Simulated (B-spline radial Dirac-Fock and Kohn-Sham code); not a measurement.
## f′ and f″ of Ga, 6.9303 keV to 73.71 keV

The computed values come from a radial finite-basis atomic code: the dispersion relation over Dirac-Hartree-Slater subshell photoionisation cross sections, with the Kissel-Pratt high-energy constant (isolated atom, no bound-bound lines or fine structure). The forward scattering factor is f₀ + f′ + i f″.

Input file task.json (cfg lists n, l and occupation; rrms is the nuclear radius in fm):

```json
{"items": [{
  "Z": 31,
  "q": 0,
  "cfg": [[1, 0, 2], [2, 0, 2], [2, 1, 6], [3, 0, 2], [3, 1, 6], [3, 2, 10], [4, 0, 2], [4, 1, 1]],
  "A": 69,
  "rrms": 3.9973,
  "do": "dispersion",
  "hv": [551.1, 1000.0, 1025.0, 1144.0, 1247.0, 1253.6, 1374.0, 1486.9, 1837.0, 2000.0, 2341.0, 2984.4, 3255.0, 4000.0, 4489.0, 4510.9, 5214.0, 5414.7, 6000.0, 6403.9, 6532.0, 6930.3, 7440.0, 8047.8, 9251.7, 10870.0, 12000.0, 15000.0, 15740.0, 16880.0, 17479.3, 17960.0, 18360.0, 22162.9, 24209.8, 26280.0, 27510.0, 30000.0, 39850.0, 40000.0, 50380.0, 55750.0, 60850.0, 73710.0],
  "edges": {"K": 10367.0, "L1": 1299.0, "L2": 1143.2, "L3": 1116.4, "M1": 159.51, "M2": 103.5, "M3": 100.0}
}]}
```

Command: `python xray2_run.py task.json out`

Edges near this range: K 10367.0 eV.

```csv
hν (eV),λ (Å),f′ (e),f″ (e),tabulated f′,tabulated f″
6930.3,1.789,?,?,?,?
7440,1.666,-1.064,0.920,-1.07,0.88
8047.8,1.541,-1.275,0.799,-1.28,0.77
9251.7,1.340,-1.910,0.621,-1.94,0.60
10870,1.141,-2.242,3.562,-2.18,3.52
12000,1.033,-0.893,3.047,-0.88,2.98
15000,0.8266,0.034,2.108,0.03,2.08
15740,0.7877,0.120,1.943,0.12,1.92
16880,0.7345,0.209,1.725,0.21,1.70
17479.3,0.7093,0.242,1.624,0.24,1.60
17960,0.6903,0.263,1.550,0.26,1.53
18360,0.6753,0.277,1.492,0.27,1.47
22162.9,0.5594,0.328,1.070,0.32,1.06
24209.8,0.5121,0.324,0.912,0.32,0.90
26280,0.4718,0.311,0.786,0.31,0.78
27510,0.4507,0.301,0.722,0.30,0.71
30000,0.4133,0.279,0.615,0.27,0.61
39850,0.3111,0.191,0.360,0.19,0.35
40000,0.3100,0.190,0.357,0.19,0.35
50380,0.2461,0.122,0.228,0.12,0.22
55750,0.2224,0.095,0.187,0.09,0.18
60850,0.2038,0.073,0.157,0.07,0.15
73710,0.1682,0.033,0.107,0.03,0.11
```

Q: What are f′ and f″ at 6930.3 eV?

A: f′ = -0.908 and f″ = 1.044 electrons (tables: -0.91 and 1.00). By the optical theorem f″ corresponds to a photoabsorption cross section 2 rₑ λ f″ = 10500 b.

Tabulated f′: xraylib 4.2 anomalous scattering factors (Cullen et al., EPDL97); f″: Chantler's tables (J. Phys. Chem. Ref. Data 1995 and 2000). Both are theoretical tables.
